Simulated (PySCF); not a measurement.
C3H6OSi, SMILES [SiH3]C(=O)C=C. Geometry optimised at ωB97X-D3(BJ)/def2-SVP. Other conformers were not sampled.

Question: Give the equilibrium geometry at ωB97X-D3(BJ)/def2-SVP (PySCF confirms it by a frequency run) as a Z-matrix, and its point group. (Estimate from the structure and the level; the computed values follow.)

Answer: Several could match; the one computed here: point group Cs.
```
C
O 1 1.2176
C 1 1.4981 2 121.67
C 3 1.3369 1 120.55 2 0.00
H 4 1.0940 3 122.09 1 180.00
H 4 1.0953 5 118.50 3 180.00
H 3 1.0956 4 121.61 5 0.00
Si 1 1.9333 2 116.72 3 180.00
H 8 1.4885 1 107.79 2 -59.31
H 8 1.4885 9 109.94 1 -117.24
H 8 1.4930 9 109.75 10 -120.81
```
Charge 0, spin multiplicity 1.
